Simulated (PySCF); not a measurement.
# Reading the logs of faulty runs: B2H3OSi

These are calculations, not measurements. They come from PySCF 2.14.0, an open-source quantum chemistry program, on an isolated molecule that a program drew, which may never have been made. The molecule is B2H3OSi (charge 0, doublet), drawn as the SMILES string `O=BB[SiH2]`.

Each row is a Hartree-Fock (HF) and frozen-core CCSD(T) single point in the cc-pV(D+d)Z basis, meant for a local HF minimum. Run 1 is clean. Each other run has one planted mistake out of seven kinds, and not every kind appears here: one electron removed, one electron added, multiplicity raised by two, geometry at a saddle point, minimal basis STO-3G, one bond length entered in bohr, all coordinates scaled. The reference is restricted for singlets and unrestricted otherwise, and also for a bond in bohr. Adding or removing an electron swaps singlet and doublet. Electrons count all cores. HOMO and LUMO are orbital energies over both spins, the gradient is its largest component, and the lowest frequency (negative if imaginary) is given only where the gradient is small. Bond lengths are over the 6 bonds as drawn. T1 is the CCSD diagnostic: over 0.02 (restricted) or 0.045 (unrestricted) a single reference is doubtful.

Geometry of the clean run:
```xyz
7
B2H3OSi, angstrom
O     0.9739    1.0609    2.9522
B     0.8944    0.2891    2.0505
B     0.7517   -0.7962    0.7638
Si   -0.8506   -0.8834   -0.3090
H     1.6587   -1.5308    0.5043
H    -1.0208   -1.8126   -1.4401
H    -2.0392   -0.0385   -0.0991
```

| run | electrons | basis functions | <S^2> | HOMO (eV) | LUMO (eV) | gradient (hartree/bohr) | lowest frequency (cm^-1) | mean bond (Å) | longest bond (Å) | T1 | HF (hartree) | CCSD(T) (hartree) | mistake |
|---|---|---|---|---|---|---|---|---|---|---|---|---|---|
| 1 | 35 | 80 | 0.760 | -9.06 | -0.40 | 2.5e-05 | 127 | 1.4920 | 1.930 | 0.0199 | -414.91896 | -415.39495 | no fault |
| 2 | 35 | 27 | 0.761 | -5.92 | 4.49 | 2.3e-02 | - | 1.4920 | 1.930 | 0.0228 | -409.91382 | -410.14111 | minimal basis STO-3G |
| 3 | 34 | 80 | 0.000 | -17.90 | -7.68 | 4.6e-02 | - | 1.4920 | 1.930 | 0.0229 | -414.61214 | -415.07206 | one electron removed |
| 4 | 36 | 80 | 0.000 | -1.79 | 6.77 | 3.3e-02 | - | 1.4920 | 1.930 | 0.0192 | -414.95757 | -415.47230 | one electron added |
| 5 | 35 | 80 | 3.772 | -6.99 | -3.18 | 9.3e-02 | - | 1.4920 | 1.930 | 0.0273 | -414.74610 | -415.21457 | ? |
| 6 | 35 | 80 | 0.764 | -8.89 | -0.45 | 1.1e-01 | - | 1.6188 | 2.094 | 0.0257 | -414.87482 | -415.36642 | ? |

**Which mistake was planted in run 5, and what did it cost?**

Electrons, basis and geometry are unchanged, and <S^2> is 3.772, beside S(S+1) = 3.75 for a multiplicity of 4. So the mistake is: multiplicity raised by two. Subtracting run 1 and multiplying by 627.51 kcal/mol a hartree, the energy moved by 108.5 kcal/mol in HF and 113.2 kcal/mol in CCSD(T).

**Which mistake was planted in run 6, and what did it cost?**

The mean and the longest bond both change by the same factor, 1.085, and the gradient is no longer small. So the mistake is: all coordinates scaled. Subtracting run 1 and multiplying by 627.51 kcal/mol a hartree, the energy moved by 27.7 kcal/mol in HF and 17.9 kcal/mol in CCSD(T).

Cautions from the logs. Run 3: T1 is over the limit, so its CCSD(T) energy is less reliable.
